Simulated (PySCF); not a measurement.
Al(F)(H)(SH) (AlFH2S), SMILES [F][AlH][SH]. Geometry optimised at ωB97X-D3(BJ)/def2-TZVP. Other conformers were not sampled.

TDDFT-B3LYP/def2-SVPD run with PySCF 2.14.0 puts the lowest singlet excitations at 5.94, 6.10, 6.41, 6.49, 7.12, 7.25 eV.

### Question
What are the lowest excitation roots from ADC(2)/aug-cc-pVDZ (PySCF 2.14.0)? (Estimate from the structure and the level; the computed values follow.)

### Answer
6.46, 6.53, 6.93, 7.03, 7.74, 8.36 eV. S1 differs by 0.52 eV (second minus first; roots are paired by order, and the bases may differ).
